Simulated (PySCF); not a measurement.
How the numbers were obtained: geometry from GFN2-xTB, σ from GIAO-PBE0/pcSseg-1, in PySCF 2.14.0 with density-fitted response routines (single conformer, equivalent nuclei averaged, isolated molecule, non-relativistic Hamiltonian).

Chemical shifts δ = σref − σ; ¹H (σref 31.72), ¹³C (σref 186.93) vs TMS, all at this level. Acid and N–H amide carbonyl carbons lie up to 10 ppm further downfield in solution (hydrogen bonding). Shifts are as computed. Against solution values, carbons near 30 ppm lie about +3 ppm off and those near 130 ppm about +5 ppm. Of 1211 compounds with measured shifts, 218 miss one by over three times the rms of a fit or turn the order of signals round; such compounds aren't used in these exercises. OH and NH positions are gas-phase values without hydrogen bonding to other molecules.

(1) Order these molecules by the shift of their most deshielded carbon-bound hydrogen, lowest δ first.
A. C=C(C)C(=C)C(=O)O
B. C=COC(=O)/C=C/C
C. COCc1ccoc1
D. O=C1CCC(=O)CC1
E. COC(=O)c1ccon1

(2) Order these molecules by the shift of their most deshielded carbon, lowest δ first.
A. C=COC(=O)/C=C/C
B. O=C1CCC(=O)CC1
C. COCc1ccoc1
D. O=[P@]1(c2ccc(F)cc2)C=C1F

(3) How many ¹³C and ¹H signals does each give (equivalence by symmetry and fast rotation, but not about amide C–N or C=N bonds)? `COCc1ccoc1`, `C=COC(=O)/C=C/C`, `O=[P@]1(c2ccc(F)cc2)C=C1F`, `C=C(C)C(=C)C(=O)O`, `COC(=O)c1ccon1`, `O=C1CCC(=O)CC1`

## Answers

(1) D (2.58 ppm, hydrogen on an sp3 CH2 α to a carbonyl), A (6.69 ppm, hydrogen on a β carbon of a C=C–C=O unit), C (7.57 ppm, hydrogen on an aromatic CH next to the ring oxygen), B (7.98 ppm, hydrogen on an alkene carbon bearing oxygen), E (8.68 ppm, hydrogen on an aromatic CH next to the ring oxygen).

(2) C (148.7 ppm, aromatic CH next to the ring oxygen), A (168.2 ppm, ester carbonyl carbon), D (189.4 ppm, fully substituted alkene carbon), B (213.4 ppm, ketone carbonyl carbon).

(3) COCc1ccoc1: 6 C, 5 H; C=COC(=O)/C=C/C: 6 C, 6 H; O=[P@]1(c2ccc(F)cc2)C=C1F: 6 C, 3 H; C=C(C)C(=C)C(=O)O: 6 C, 6 H; COC(=O)c1ccon1: 5 C, 3 H; O=C1CCC(=O)CC1: 2 C, 1 H.
